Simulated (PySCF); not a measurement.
Mg(I)(OSiH3) (H3IMgOSi), SMILES [Mg]([I])[O][SiH3]. Geometry: PBE-D3(BJ)/def2-SVP. The structure was generated by enumeration; whether it is a known compound was not checked. The def2 effective core potentials stand for the cores of I; spin–orbit coupling is left out. One conformer was computed; it need not be the lowest.

**Question.** Give the equilibrium geometry at PBE-D3(BJ)/def2-SVP (PySCF confirms it by a frequency run) as Cartesian coordinates in Å, and its point group. (The exact figures need the calculation; the answer reports its results.)

**Answer.** One answer among several that fit: point group C3v.
```xyz
7

Mg     0.0000     0.0000    -0.6748
I      0.0000     0.0000     1.8829
O      0.0000     0.0000    -2.4775
Si     0.0000     0.0000    -4.1319
H     -1.2197     0.7042    -4.6764
H      0.0000    -1.4084    -4.6764
H      1.2197     0.7042    -4.6764
```
Charge 0, spin multiplicity 1.
